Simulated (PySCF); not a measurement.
## C₆ coefficients of unlike pairs at B97-3

Calculated with PySCF 2.14 from the dipole response of each species, C₆(A,B) = (3/π) ∫ α_A(iu) α_B(iu) du, in atomic units, from isotropic polarisabilities. For ions this is the dispersion term alone; charge-induced terms of lower order in 1/R come first.

| species | configuration | basis | relativity | α (bohr³) | C₆ (like pair) |
| --- | --- | --- | --- | --- | --- |
| Si³⁺ | [Ne] 3s1 (2S) | aug-cc-pVTZ-DK (6s5p3d2f) | spin-free X2C | 7.145 | 13.28 |
| Br⁻ | [Kr] (1S) | aug-cc-pVQZ-PP with one added diffuse shell each of s, p, d, f, g type with ECP10MDF (8s7p6d4f3g) | core potential | 52.68 | 565.9 |
| B⁺ | [He] 2s2 (1S) | aug-cc-pVTZ-DK (5s4p3d2f) | spin-free X2C | 10.67 | 28.83 |

(1) Estimate C₆ for B⁺ with Si³⁺.

No spin-orbit coupling is included.

The other pairs:

```
     pair     C₆
Br⁻, Si³⁺  86.42
  B⁺, Br⁻  127.4
```

Results:

(1) The integral gives 19.57. The combination rule 2 C_A C_B / (C_A α_B/α_A + C_B α_A/α_B) gives 19.57 and the geometric mean 19.57.
